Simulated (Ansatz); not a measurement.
Relaxation of BH₄LiSSi (8 atoms, charge 0, multiplicity 1), to a largest force component of 0.015 eV/Å in at most 40 steps.

These are results of RKS LDA/def2-SVP in Ansatz 0.2.0, not measurements.

```xyz
8
Properties=species:S:1:pos:R:3:forces:R:3
Li -1.394 -1.079 1.087 0.24 0.28 -0.02
Si -0.346 1.159 1.019 -0.04 -0.79 -0.14
S 1.178 0.170 -0.341 -0.89 0.09 -0.91
B 2.470 -0.342 0.667 -0.19 0.30 1.11
H -0.655 2.307 0.131 -0.34 0.45 -0.42
H 0.676 1.815 1.861 0.28 0.28 0.70
H 2.436 -0.106 1.853 0.01 0.02 0.34
H 3.394 -0.895 0.213 0.92 -0.63 -0.65
```

Question: Where does it end, and by what steps?

Answer: It converged. After 17 steps the energy has fallen by 0.633 eV; Li1 moved furthest, 1.49 Å. Joined: Li1–S3, Li1–B4, Li1–H7.

```tsv
step	energy less start (eV)	largest force component (eV/Å)	accepted
0	0.0000	1.113	yes
1	-0.1449	0.557	yes
2	-0.2004	0.367	yes
3	-0.2636	0.266	yes
4	-0.3182	0.223	yes
5	-0.3305	0.247	yes
6	-0.3407	0.082	yes
7	-0.3422	0.263	yes
8	-0.3776	0.372	yes
9	-0.4466	0.521	yes
10	-0.5152	0.611	yes
11	-0.5789	0.549	yes
12	-0.6176	0.419	yes
13	-0.6181	0.275	yes
14	-0.6319	0.090	yes
15	-0.6329	0.022	yes
16	-0.6332	0.026	yes
17	-0.6332	0.014	yes
```

```xyz
8
Properties=species:S:1:pos:R:3
Li 0.081 -0.952 1.276
Si -0.317 1.380 1.131
S 1.295 0.575 -0.305
B 2.203 -0.589 0.636
H -1.076 2.161 0.068
H 0.526 2.495 1.732
H 1.830 -0.957 1.766
H 3.218 -1.084 0.186
```

Run time: 38 s on 1 thread of Arm Neoverse V1, with other jobs on the host, peak memory 0.14 GiB.
